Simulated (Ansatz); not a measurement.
Cost and result for the atomization energy of BH₆NO₃ (`[NH3+][B-](O)(O)O`) (11 atoms, 10 bonds).

Z-matrix (Å, degrees):
```
N
B 1 1.725
H 1 1.014 2 109.8
H 1 1.014 2 109.8 3 -120.0
H 1 1.014 2 109.8 3 120.0
O 2 1.428 1 102.9 3 -167.1
O 2 1.428 1 102.9 3 72.9
O 2 1.428 1 102.9 3 -47.1
H 6 0.958 2 109.3 1 -118.5
H 7 0.958 2 109.3 1 -118.5
H 8 0.958 2 109.3 1 -118.5
```

The species carries charge 0 and has multiplicity 1. The structure was optimised at the PBE0-D4/def2-TZVP level. It is one conformer, not always the lowest. Program: Ansatz. All runs use 4 threads of an Arm Neoverse V1 on a shared host. Times are those of one run each, without the atoms' runs, and a repeat can differ threefold. Electronic energies, without spin–orbit coupling; frozen cores. CCSD(T)/CBS adds CCSD(T) − MP2 in def2-TZVPP to the MP2 limit, and its time is that of the two runs behind it. T1 = 0.011.

CCSD(T)/CBS is a level of theory with its own doubt, some kJ/mol a heavy atom from the limit and from the frozen cores, so smaller differences don't rank the functionals.

```csv
level,functions,wall time
LDA (SPW92)/def2-TZVPP,239,1 s
BLYP-D4/def2-TZVPP,239,1.6 s
BHLYP-D4/def2-TZVPP,239,2.3 s
r2SCAN-D4/def2-TZVPP (with forces),239,3.4 s
r2SCANh-D4/def2-TZVPP,239,3.6 s
B2PLYP/def2-TZVPP,239,4.1 s
PBE-QIDH/def2-TZVPP,239,4.4 s
CCSD(T)/def2-SVP,100,4.7 s
B97M-V/def2-TZVPP,239,6.5 s
ωB97M-V/def2-TZVPP (with forces),239,8.5 s
MP2/def2-QZVPP,465,19 s
CCSD(T)/def2-TZVPP,239,2.3 min
CCSD(T)/CBS(def2),–,2.6 min
```

Problem. What atomization energy does each give, and how far from CCSD(T)/CBS? (Estimate.)

Solution. Ansatz gave: 
```
                             level  atomization (kJ/mol)  difference from CCSD(T)/CBS  per bond
            LDA (SPW92)/def2-TZVPP                5014.4                        687.3      68.7
                BLYP-D4/def2-TZVPP                4326.5                         -0.6      -0.1
               BHLYP-D4/def2-TZVPP                4137.0                       -190.1     -19.0
r2SCAN-D4/def2-TZVPP (with forces)                4313.7                        -13.4      -1.3
             r2SCANh-D4/def2-TZVPP                4275.4                        -51.7      -5.2
                 B2PLYP/def2-TZVPP                4273.6                        -53.5      -5.3
               PBE-QIDH/def2-TZVPP                4256.1                        -71.0      -7.1
                  CCSD(T)/def2-SVP                4056.1                       -271.0     -27.1
                 B97M-V/def2-TZVPP                4299.7                        -27.4      -2.7
  ωB97M-V/def2-TZVPP (with forces)                4336.4                          9.3       0.9
                    MP2/def2-QZVPP                4384.2                         57.1       5.7
                CCSD(T)/def2-TZVPP                4201.9                       -125.2     -12.5
                 CCSD(T)/CBS(def2)                4327.1                          0.0       0.0
```

Leaving LDA and LC-ωPBE aside and taking each functional with its dispersion term where it has one, the values, not all of them listed here, spread over 265.3 kJ/mol, from BHLYP-D4 to PBE-D4. LDA lies +628.8 kJ/mol from PBE without D4, its usual overbinding. The D4 term adds +26.7 kJ/mol with B3LYP and +13.9 kJ/mol with PBE0; it sums over pairs of atoms, weighted by their polarisabilities, and B3LYP, whose exchange is more repulsive, gets the larger term. At CCSD(T), def2-SVP lies −271.0 kJ/mol from the extrapolated value and def2-TZVPP −125.2 kJ/mol: correlation converges slowly with the basis, and small sets miss more of it in the bonded molecule than in its fragments.

B3LYP here is the variant with VWN-RPA as its local correlation; programs differ in this.
